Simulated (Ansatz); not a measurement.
Total energies of CH8OSSi2 (`[SiH3]OC[SiH2]S`).

```csv
atom,x (Å),y (Å),z (Å)
Si1,-0.0560,-1.8609,1.3205
O2,-0.3302,-0.4456,0.5219
C3,0.7354,0.2760,-0.0824
Si4,-0.0059,1.7966,-0.9194
S5,-1.4665,1.1923,-2.3507
H6,0.8619,-1.6405,2.4723
H7,0.5688,-2.8591,0.4093
H8,-1.3773,-2.3362,1.7902
H9,1.2585,-0.3421,-0.8244
H10,1.4763,0.5839,0.6694
H11,1.0389,2.5325,-1.6763
H12,-0.5897,2.6775,0.1244
H13,-2.1142,0.4256,-1.4549
```

Total charge 0; spin multiplicity 1. Geometry: relaxed with PBE0-D4/def2-TZVP. It is one conformer, not always the lowest. Basis def2-TZVPP, Ansatz 0.2.0.

RPA on PBE orbitals: Hartree–Fock energy of these orbitals -1092.85370 Eh, correlation -1.45718 Eh (frozen core).

```csv
functional,energy without D4 (Eh),D4 term (kJ/mol)
CAM-B3LYP,-1095.42319,-27.4
PBE-QIDH,-1094.66147,–
```

Q: Give the same for LDA (SPW92), PBE, revPBE, BLYP, r2SCAN, B97M-V, PBE0, B3LYP, r2SCANh, r2SCAN0, HSE06 (plane-wave form), BHLYP, LC-ωPBE, ωB97X-V, ωB97M-V, B2PLYP. (An estimate is asked.)

A: The calculation gave: 
```csv
functional,energy without D4 (Eh),D4 term (kJ/mol)
LDA (SPW92),-1090.79647,–
PBE,-1094.82530,-31.1
revPBE,-1095.20749,-88.8
BLYP,-1095.39098,-67.1
r2SCAN,-1095.30265,-8.0
B97M-V,-1095.17581,–
PBE0,-1094.92844,-26.7
B3LYP,-1095.51487,-50.0
r2SCANh,-1095.29219,-8.6
r2SCAN0,-1095.27779,-9.5
HSE06 (plane-wave form),-1094.90147,-25.0
BHLYP,-1095.38525,-39.3
LC-ωPBE,-1095.08541,–
ωB97X-V,-1095.26206,–
ωB97M-V,-1095.32672,–
B2PLYP,-1094.98890,–
```

B3LYP takes the VWN-RPA correlation (the form of Gaussian; ORCA's B3LYP/G). HSE06 is the plane-wave form, built on full-range PBE exchange. The double hybrids freeze the cores in their second-order part.

LC-ωPBE has ω = 0.4 bohr⁻¹.
